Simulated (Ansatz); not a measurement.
The cluster HfTe₂, relaxed as a singlet with RKS B3LYP-D4/def2-TZVP in Ansatz, starting from the GFN2-xTB geometry. Force threshold 0.02 eV/Å.

In the def2 sets Hf, Te take a core potential; there is no spin–orbit coupling. The relaxation made no stability test and no search for a lower SCF solution. No other spin state of charge 0 was run. The structure comes from a short search, and lower isomers may exist.

Start:

```xyz
3

Hf   -0.123   -1.721    0.672
Te    1.111    1.129    0.555
Te   -0.988    0.592   -1.227
```

```csv
step,energy (eV),largest force component (eV/Å),SCF passes
1,-15898.0569,2.733,48
2,-15898.7335,0.925,31
3 (rejected),-15898.7289,1.198,35
4,-15898.7822,0.143,34
5,-15898.7832,0.003,27
```

Force components are those of the run's own axes.

End:

```
atom    x (Å)    y (Å)    z (Å)
 Hf1  -0.1075  -1.4820   0.5772
 Te2   1.0849   1.0067   0.5858
 Te3  -0.9774   0.4753  -1.1629
```

By distances, no bond broke or formed. The bond that changes most is Hf1–Te3, from 3.11 to 2.76 Å (atoms count from 1). The end is the same structure that another start reached, the lowest one found.

No frequencies were taken in this run, so the end may be a saddle point.

Run time 9.5 s (4 threads of Arm Neoverse V2 on a shared host).
